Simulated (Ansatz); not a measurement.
Molecule: ZrF, charge 0, multiplicity 2. The spin state was set by rule; other spins were not relaxed. 
Geometry from a B3LYP-D3(BJ)/def2-TZVP (Ansatz, a program for electronic structure) optimisation:
```xyz
2

Zr     0.0000     0.0000    -0.3430
F      0.0000     0.0000     1.5244
```
Charge 0, spin multiplicity 2.

Question: Give the harmonic wavenumbers at B3LYP-D3(BJ)/def2-TZVP (Ansatz, finite differences of forces, unscaled).

Answer: 686 cm⁻¹. Zero-point energy 1.0 kcal/mol.

Question: From these and the geometry, give the ideal-gas thermochemistry at 298.15 K and 1 atm (rigid rotor, harmonic oscillator).

Answer: Point group C∞v, rotational symmetry number 1. Rotational constants 9.217, 9.217 GHz. S(trans) 40.01, S(rot) 14.93, S(vib) 0.32, S(elec, spin only) 1.38, S 56.6 cal/(mol K). H(298) - H(0) 2.15 kcal/mol; G - E(el) -13.8 kcal/mol.
